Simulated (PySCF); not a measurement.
**Working out the ionisation energy of Mo²⁺**

Mo²⁺ [Kr] 4d4 (5D) → Mo³⁺ [Kr] 4d3 (4F). Calculation: PySCF 2.14, in aug-cc-pVDZ-PP with ECP28MDF (5s5p4d2f, 54 functions); a scalar-relativistic core potential. Frozen: 4s2 4p6. Energies in hartree (1 hartree = 27.21139 eV):

```csv
part,Mo²⁺ (lower),Mo³⁺ (upper)
UHF,-66.557901,-65.599170
MP2 opposite-spin,0.000000,0.000000
MP2 same-spin,-0.024570,-0.009560
```

Task: What does Hartree-Fock give?

Result: (-65.599170) − (-66.557901) = 0.958731 hartree = 26.088 eV.

Task: What do MP2 and SCS-MP2 (6/5 opposite-spin, 1/3 same-spin) give?

Result: The opposite-spin parts differ by 0.000 eV and the same-spin parts by 0.408 eV. MP2: 26.088 + (0.000) + (0.408) = 26.496 eV. SCS-MP2: 26.088 + 1.2 × (0.000) + (0.408)/3 = 26.224 eV.

Reference: 27.13 ± 0.12 eV (semi-empirical (NIST evaluation); NIST Atomic Spectra Database, ionization energies), between the lowest levels; spin-orbit coupling is absent from the calculation.

A double-zeta basis recovers only part of the correlation energy.

What remains against the reference includes basis incompleteness, the frozen core and correlation beyond second order.
